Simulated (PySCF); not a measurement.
Correlation energy of P⁺ (phosphorus, charge +1)

[Ne] 3s1 3p3, high-spin 5S determinant (an excited configuration). Computed with PySCF 2.14 in dyall-acv3z, with no relativity, point nucleus. Frozen: 1s2; 12 electrons correlated; the 18 highest virtual orbitals of each spin left out.

MP2 pair energies summed by pair of shells (mhartree):

```tsv
pair	energy	share (%)
2p-2p	-187.53	59.0
2s-2p	-60.46	19.0
2p-3p	-23.47	7.4
3p-3p	-20.02	6.3
2s-2s	-9.97	3.1
2p-3s	-7.51	2.4
2s-3p	-3.90	1.2
3s-3p	-3.74	1.2
2s-3s	-1.39	0.4
```

Total MP2 correlation energy: -317.98 mhartree.

Same-spin part -102.98 and opposite-spin part -215.00 mhartree; SCS-MP2 scales them by 1/3 and 6/5 to -292.33 mhartree.
